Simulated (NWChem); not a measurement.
System: SiClF, singlet; SMILES [Si](Cl)F

The following NWChem deck was run.

```
start job
memory heap 200 mb stack 900 mb global 1100 mb
geometry units angstroms
  Si     0.325882     0.239746     0.811509
  F      0.918120     1.306454    -0.270602
  Cl    -0.750158    -0.890021    -0.497860
end
basis spherical
  * library def2-svp
end
dft
  xc xpbe96 cpbe96
  disp vdw 4
  iterations 150
end
driver
  maxiter 120
end
task dft optimize
task dft freq
```

Output (shortened):

```
             Northwest Computational Chemistry Package (NWChem) 7.3.0
             --------------------------------------------------------

 CS  symmetry detected

                             Geometry "geometry" -> ""
                             -------------------------

 Output coordinates in angstroms (scale by  1.889725989 to convert to a.u.)

  No.       Tag          Charge          X              Y              Z
 ---- ---------------- ---------- -------------- -------------- --------------
    1 Si                  14.0000     0.67735424    -0.58635079     0.00000000
    2 F                    9.0000    -0.69787517    -1.46288949     0.00000000
    3 Cl                  17.0000    -0.18835782     1.25734803     0.00000000

 Effective nuclear repulsion energy (a.u.)     131.9733865200

      Symmetry information
      --------------------

 Group name             Cs
 Group number              2
 Group order               2
 No. of unique centers     3

                                Z-matrix (autoz)
                                --------

 Units are Angstrom for bonds and degrees for angles

      Type          Name      I     J     K     L     M      Value
      ----------- --------  ----- ----- ----- ----- ----- ----------
    1 Stretch                  1     2                       1.63082
    2 Stretch                  1     3                       2.03683
    3 Bend                     2     1     3                97.35999

  pbe96 is a nonlocal functional; adding pw91lda local functional.

                           NWChem Geometry Optimization
                           ----------------------------

 maximum gradient threshold         (gmax) =   0.000450
 rms gradient threshold             (grms) =   0.000300
 maximum cartesian step threshold   (xmax) =   0.001800
 rms cartesian step threshold       (xrms) =   0.001200
 fixed trust radius                (trust) =   0.300000
 source of zmatrix                         =   autoz

          -------------------
          Energy Minimization
          -------------------

 Using diagonal initial Hessian
 Scaling for Hessian diagonals: bonds = 1.00  angles = 0.25  torsions = 0.10

          --------
          Step   0

                                 NWChem DFT Module
                                 -----------------

 Summary of "ao basis" -> "ao basis" (spherical)
 ------------------------------------------------------------------------------
       Tag                 Description            Shells   Functions and Types
 ---------------- ------------------------------  ------  ---------------------
 Si                         def2-svp                 8       18   4s3p1d
 F                          def2-svp                 6       14   3s2p1d
 Cl                         def2-svp                 8       18   4s3p1d

      Symmetry analysis of basis
      --------------------------

        a'         36
        a"         14

            General Information
            -------------------
          SCF calculation type: DFT
          Wavefunction type:  closed shell.
          No. of atoms     :     3
          No. of electrons :    40
           Alpha electrons :    20
            Beta electrons :    20
          Charge           :     0
          Spin multiplicity:     1
          Use of symmetry is: on ; symmetry adaption is: on
          Maximum number of iterations: 150
          AO basis - number of functions:    50
                     number of shells:    22
          Convergence on energy requested:  1.00D-06
          Convergence on density requested:  1.00D-05
          Convergence on gradient requested:  5.00D-04

              XC Information
              --------------
          PerdewBurkeErnzerhof Exchange Functional  1.000
            Perdew 1991 LDA Correlation Functional  1.000 local
           PerdewBurkeErnz. Correlation Functional  1.000 non-local

             Grid Information
             ----------------
          Grid used for XC integration:  medium
          Radial quadrature: Mura-Knowles
          Angular quadrature: Lebedev.
          Tag              B.-S. Rad. Rad. Pts. Rad. Cut. Ang. Pts.
          ---              ---------- --------- --------- ---------
          Si                  1.10       88           7.0       590
          F                   0.50       49           8.0       434
          Cl                  1.00       88           8.0       590
          Grid pruning is: on
          Number of quadrature shells:   225
          Spatial weights used:  Erf1

           DFT-D3BJ Model
          s6 scale factor  :        1.000000000000
          s8 scale factor  :        0.787500000000
          a1 parameter     :        0.428900000000
          a2 parameter     :        4.440700000000
              vdW contrib  :       -0.002018262734

      Superposition of Atomic Density Guess
      -------------------------------------

 Sum of atomic energies:        -847.35457490

      Non-variational initial energy
      ------------------------------

 Total energy =    -847.667370
 1-e energy   =   -1437.557516
 2-e energy   =     457.916759
 HOMO         =      -0.282830
 LUMO         =      -0.025951

      Symmetry analysis of molecular orbitals - initial
      -------------------------------------------------

  Numbering of irreducible representations:

     1 a'          2 a"

  Orbital symmetries:

[...]

      ----------------------
      Optimization converged
      ----------------------

  Step       Energy      Delta E   Gmax     Grms     Xrms     Xmax
  ---- ---------------- -------- -------- -------- -------- --------
@    4    -848.86441403 -1.8D-07  0.00009  0.00005  0.00047  0.00090
                                     ok       ok       ok       ok

                                Z-matrix (autoz)
                                --------

 Units are Angstrom for bonds and degrees for angles

      Type          Name      I     J     K     L     M      Value     Gradient
      ----------- --------  ----- ----- ----- ----- ----- ---------- ----------
    1 Stretch                  1     2                       1.64659    0.00009
    2 Stretch                  1     3                       2.11069   -0.00001
    3 Bend                     2     1     3               101.00708   -0.00004

                         Geometry "geometry" -> "geometry"
                         ---------------------------------

 Output coordinates in angstroms (scale by  1.889725989 to convert to a.u.)

  No.       Tag          Charge          X              Y              Z
 ---- ---------------- ---------- -------------- -------------- --------------
    1 Si                  14.0000     0.66246714    -0.59986846     0.00000000
    2 F                    9.0000    -0.69649231    -1.52965194     0.00000000
    3 Cl                  17.0000    -0.17485358     1.33762815     0.00000000

 Effective nuclear repulsion energy (a.u.)     127.9445260408

      Symmetry information
      --------------------

 Group name             Cs
 Group number              2
 Group order               2
 No. of unique centers     3

                Final and change from initial internal coordinates
                --------------------------------------------------

                                Z-matrix (autoz)
                                --------

 Units are Angstrom for bonds and degrees for angles

      Type          Name      I     J     K     L     M      Value       Change
      ----------- --------  ----- ----- ----- ----- ----- ---------- ----------
    1 Stretch                  1     2                       1.64659    0.01577
    2 Stretch                  1     3                       2.11069    0.07386
    3 Bend                     2     1     3               101.00708    3.64710

[...]

 Rotational Constants
 --------------------
 A=   0.747718 cm-1  (  1.075775 K)
 B=   0.143976 cm-1  (  0.207145 K)
 C=   0.120729 cm-1  (  0.173698 K)

 Temperature                      =   298.15K
 frequency scaling parameter      =   1.0000

 Zero-Point correction to Energy  =    2.280 kcal/mol  (  0.003634 au)
 Thermal correction to Energy     =    4.544 kcal/mol  (  0.007241 au)
 Thermal correction to Enthalpy   =    5.136 kcal/mol  (  0.008184 au)

 Total Entropy                    =   65.997 cal/mol-K
   - Translational                =   39.107 cal/mol-K (mol. weight =  81.9442)
   - Rotational                   =   24.322 cal/mol-K (symmetry #  =        1)
   - Vibrational                  =    2.568 cal/mol-K

 Cv (constant volume heat capacity) =    9.538 cal/mol-K
   - Translational                  =    2.979 cal/mol-K
   - Rotational                     =    2.979 cal/mol-K
   - Vibrational                    =    3.579 cal/mol-K

[normal modes left out]

 ----------------------------------------------------------------------------
 Normal Eigenvalue ||           Projected Infra Red Intensities
  Mode   [cm**-1]  || [atomic units] [(debye/angs)**2] [(KM/mol)] [arbitrary]
 ------ ---------- || -------------- ----------------- ---------- -----------
    1       -0.000 ||    0.000035           0.001         0.034       0.013
    2       -0.000 ||    0.000178           0.004         0.173       0.066
    3        0.000 ||    0.001099           0.025         1.072       0.407
    4        0.000 ||    0.000481           0.011         0.469       0.178
    5        0.000 ||    0.000182           0.004         0.178       0.067
    6        0.000 ||    0.000095           0.002         0.093       0.035
    7      244.589 ||    0.004722           0.109         4.603       1.748
    8      515.795 ||    0.129276           2.983       126.025      47.857
    9      835.548 ||    0.107048           2.470       104.356      39.628
 ----------------------------------------------------------------------------
```

Level: PBE-D3(BJ)/def2-SVP. Low-valent species are run as closed-shell singlets; no triplet was tried in these runs.
